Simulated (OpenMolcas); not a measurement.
**How methods differ on GaNH3 (SMILES [NH2][GaH])**

The species is GaNH3 (5 atoms), meant as a doublet with charge 0. SMILES: `[NH2][GaH]`. The coordinates come from a PBE0-D4/def2-TZVP relaxation. This is one conformer, not always the lowest.

| atom | x (Å) | y (Å) | z (Å) |
| --- | --- | --- | --- |
| N | -0.2119 | -0.6840 | 0.0647 |
| Ga | 0.8155 | 0.7829 | 0.4170 |
| H | -0.9468 | -0.7013 | -0.6251 |
| H | -0.1152 | -1.5693 | 0.5320 |
| H | 0.5082 | 2.0979 | -0.4301 |

Quantity: the vertical energy of the quartet above the doublet, in eV. The values are calculated.

| level | kind | program | value (eV) | CPU time (all runs) |
| --- | --- | --- | --- | --- |
| U-revPBE/def2-TZVP | GGA | OpenMolcas | 4.75 | 2.1 min |
| UBLYP/def2-TZVP | GGA | OpenMolcas | 4.93 | 2.4 min |
| UPBE/def2-TZVP | GGA | OpenMolcas | 4.81 | 4.3 min |
| U-r2SCAN/def2-TZVP | meta-GGA | OpenMolcas | 4.50 | 2.2 min |
| UTPSS/def2-TZVP | meta-GGA | OpenMolcas | 4.63 | 2.4 min |
| UB3LYP/def2-TZVP | global hybrid | OpenMolcas | 4.80 | 95 s |
| UM06-2X/def2-TZVP | hybrid meta-GGA | OpenMolcas | 4.90 | 2.3 min |
| UPBE0/def2-TZVP | global hybrid | OpenMolcas | 4.61 | 96 s |

All-electron rows without a relativistic Hamiltonian named are non-relativistic. The values span 4.50 to 4.93 eV. Times are those of the runs behind each value, whatever else they computed, on shared processors of several kinds: orders of magnitude only.
